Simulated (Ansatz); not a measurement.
Mulliken charges of CH5Cl2NSi, SMILES `N[SiH2]C(Cl)Cl` from B3LYP/def2-TZVPP in Ansatz (PBE0-D4/def2-TZVP geometry).

| atom | x (Å) | y (Å) | z (Å) | charge (e) |
| --- | --- | --- | --- | --- |
| N1 | -0.149 | 1.429 | 1.002 | -0.401 |
| Si2 | -0.723 | 0.130 | 0.058 | 0.366 |
| C3 | 0.638 | -1.048 | -0.562 | -0.024 |
| Cl4 | -0.123 | -2.318 | -1.544 | -0.125 |
| Cl5 | 1.833 | -0.122 | -1.501 | -0.134 |
| H6 | 0.419 | 2.158 | 0.604 | 0.147 |
| H7 | -0.001 | 1.333 | 1.992 | 0.143 |
| H8 | -1.630 | -0.686 | 0.901 | -0.064 |
| H9 | -1.373 | 0.627 | -1.175 | -0.050 |
| H10 | 1.192 | -1.553 | 0.227 | 0.142 |

Task: By hand: the dipole of these point charges (1 e Å = 4.8032 D).

Result: Σ q r = (-0.047, 0.106, 0.434) e Å, of length 0.449 e Å = 2.16 D.

Task: How does the dipole of the full density compare? (Estimate.)

Result: The calculation gave: (0.092, 0.226, 0.486) e Å, 2.61 D; the point charges give 0.83 times that, at 19° from its direction.

Point charges leave out the atoms' own dipoles, such as those of lone pairs, and Mulliken's split depends on the basis, so the two needn't agree.

B3LYP here is the variant with VWN-RPA as its local correlation; programs differ in this.
